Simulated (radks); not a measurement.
Results of a calculation; reference values are marked as such.
Isoelectronic series with 6 electrons, each ion in its NIST ground configuration. Code: a radial shooting solver on a logarithmic mesh with Libxc functionals. Model: scalar-relativistic Kohn-Sham, BLYP, spin-polarised, spherical densities, point nucleus; open shells are filled with parallel spins first (spin-orbit coupling, left out, can overturn this in heavy ions). Total energies (hartree) and mean radii <r> (bohr) (* marks an orbital that is empty in some or all of the ions):

ion,configuration,E (hartree),2p down*,2p up,2s down,2s up
C,[He] 2s2 2p2,-37.85970,1.971,1.741,1.617,1.553
S10+,[He] 2s2 2p2,-336.18693,0.3818,0.3773,0.4333,0.4293
Sc15+,[He] 2s2 2p2,-599.61654,0.2752,0.2729,0.3168,0.3147
Fe20+,[He] 2s2 2p2,-940.53721,0.2150,0.2136,0.2491,0.2478
Ga25+,[He] 2s2 2p2,-1360.36851,0.1762,0.1753,0.2048,0.2040
Kr30+,[He] 2s2 2p2,-1860.90161,0.1491,0.1484,0.1735,0.1728
Nb35+,[He] 2s2 2p2,-2444.33793,0.1290,0.1285,0.1500,0.1496
Pd40+,[He] 2s2 2p2,-3113.33991,0.1136,0.1132,0.1318,0.1315
Sb45+,[He] 2s2 2p2,-3871.09714,0.1013,0.1009,0.1172,0.1169
Ba50+,[He] 2s2 2p2,-4721.4119,0.09123,0.09098,0.1052,0.1050
Pm55+,[He] 2s2 2p2,-5668.8103,0.08289,0.08268,0.09514,0.09495
Dy60+,[He] 2s2 2p2,-6718.6889,0.07583,0.07565,0.08653,0.08637
Lu65+,[He] 2s2 2p2,-7877.5086,0.06977,0.06962,0.07906,0.07893
